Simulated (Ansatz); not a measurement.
Relaxation of BH₅N₂O (9 atoms, charge 0, multiplicity 1), to a largest force component of 0.02 eV/Å in at most 50 steps.

These are results of RKS PBE0/STO-3G (Ansatz), not measurements.

```xyz
9
Properties=species:S:1:pos:R:3
N -0.627 0.948 -0.951
B -0.270 -0.086 0.030
N 1.121 -0.630 0.006
O -1.168 -0.586 0.986
H -0.489 0.607 -1.937
H -0.031 1.818 -0.823
H 1.575 -0.477 0.978
H 1.121 -1.647 -0.130
H -1.143 0.007 1.824
```

**Question.** Where does it end, and by what steps?

**Answer.** It converged. Limits of this set-up: minimal basis. After 11 steps the energy has fallen by 2.690 eV; H6 moved furthest, 1.21 Å.

```tsv
step	energy less start (eV)	largest force component (eV/Å)	accepted
0	0.0000	1.318	yes
1	-0.3588	1.841	yes
2	-0.8057	1.578	yes
3	-1.3431	1.937	yes
4	-1.8294	1.295	yes
5	-2.2992	1.065	yes
6	-2.5566	0.671	yes
7	-2.6730	0.421	yes
8	-2.6756	0.331	yes
9	-2.6871	0.287	yes
10	-2.6898	0.062	yes
11	-2.6900	0.006	yes
```

```xyz
9
Properties=species:S:1:pos:R:3
N -0.503 0.692 -0.888
B -0.055 -0.044 0.249
N 1.068 -0.907 0.154
O -0.681 0.026 1.490
H 0.029 0.723 -1.771
H -1.191 1.459 -0.830
H 1.323 -1.551 0.917
H 1.540 -1.131 -0.734
H -1.440 0.686 1.397
```

Whether the end is a true minimum wasn't checked by a vibrational analysis.

Run time: 23 s on 1 CPU thread of a shared host.
